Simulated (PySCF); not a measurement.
C₂H₆ClNSi₂, SMILES N#CC[Si@H]([SiH3])Cl. Coordinates come from a r2SCAN-D4/def2-SVP optimisation. The structure was generated by enumeration; whether it is a known compound was not checked. One conformer was computed; it need not be the lowest.

Computed equilibrium geometry at r2SCAN-D4/def2-SVP (PySCF confirms it by a frequency run) as bond lengths and angles (one conformer of several):
Atoms: N1 C2 C3 Si4 Si5 Cl6 H7 H8 H9 H10 H11 H12. Bond lengths (Å): N1–C2 1.164, C2–C3 1.448, C3–Si4 1.911, C3–H7 1.104, C3–H8 1.104, Si4–Si5 2.343, Si4–Cl6 2.084, Si4–H9 1.490, Si5–H10 1.492, Si5–H11 1.494, Si5–H12 1.492. Angles (°): N1–C2–C3 176.3, C2–C3–Si4 110.1, C2–C3–H7 110.3, C2–C3–H8 110.6, Si4–C3–H7 109.1, Si4–C3–H8 109.2, H7–C3–H8 107.5, C3–Si4–Si5 111.3, C3–Si4–Cl6 106.0, C3–Si4–H9 108.2, Si5–Si4–Cl6 108.7, Si5–Si4–H9 114.0, Cl6–Si4–H9 108.4, Si4–Si5–H10 108.8, Si4–Si5–H11 107.9, Si4–Si5–H12 110.5, H10–Si5–H11 109.6, H10–Si5–H12 110.1, H11–Si5–H12 109.9.
